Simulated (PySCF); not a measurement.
**Gas-phase XPS of `C1C[SiH2]P[SiH2]1`, computed**

Species: C2H9PSi2.
Geometry (PBE0-D3(BJ)/def2-SVP, Å), atoms numbered from 1 in this order:
```xyz
14
C2H9PSi2 angstrom
C      0.3809   -1.2438    0.2677
C     -0.8996   -0.8134   -0.4596
Si    -1.4236    0.8854    0.2010
P      0.5008    2.0811    0.4089
Si     1.6813    0.1391    0.1842
H      0.7917   -2.1860   -0.1332
H      0.1699   -1.4302    1.3361
H     -0.7171   -0.7175   -1.5445
H     -1.7102   -1.5525   -0.3400
H     -2.0154    0.7302    1.5666
H     -2.4054    1.5945   -0.6749
H      0.5570    2.3737   -0.9899
H      2.3885    0.1401   -1.1347
H      2.6997   -0.0017    1.2680
```

Method used: delta-SCF UKS SCAN, pcX-2 on the ionised atom, pcseg-1 elsewhere, spin-free X2C in PySCF 2.14.0. Binding energies are ΔSCF values: E(core-ionised, relaxed orbitals) − E(ground state) at a fixed geometry, referred to the vacuum level.

Task: What binding energy does each computed site have?

Result: 
| atom(s) | bonded to | level | binding energy (eV) | 2p1/2 (eV) | count |
| --- | --- | --- | --- | --- | --- |
| P4 | H and 2 Si | P 1s | 2149.07 | – | 1 |
| Si3/Si5 | C, 2 H and P | Si 1s | 1846.18 | – | 2 |
| C1/C2 | C, 2 H and Si | C 1s | 290.33 | – | 2 |
| P4 | H and 2 Si | P 2p3/2 | 135.57 | 136.46 | 1 |
| Si3/Si5 | C, 2 H and P | Si 2p3/2 | 106.41 | 107.03 | 2 |

Task: Which photon energy gives electrons from Si 1s of Si3/Si5 a kinetic energy of 150 eV, and what is their de Broglie wavelength?

Result: hν = 1846.18 + 150 = 1996.18 eV, recoil neglected; λ = 12.264 Å/√(E/eV) = 1.00 Å.

Task: Give the binding energy of Si 1s of Si3/Si5 in hartree and in kJ/mol.

Result: 1846.18 eV = 67.8459 Eh = 178129 kJ/mol.

Topologically equivalent atoms share the value of their first member; where this conformer doesn't relate them by symmetry, their own values could differ. The 2p values aren't plain energy differences: one relaxed spin-free 2p hole is combined with a matrix within the shell (ground-state 2p orbital-energy differences and spin–orbit coupling). 2p3/2, the mean of its two sublevels, lies a third of the splitting below the shell's mean and 2p1/2 two thirds above it; the statistical areas are 2:1. 2p1/2 minus 2p3/2 (ligand field included): Si 0.62 eV, P 0.89 eV. Geometry: PBE0-D3(BJ)/def2-SVP, one conformer, isolated molecule.
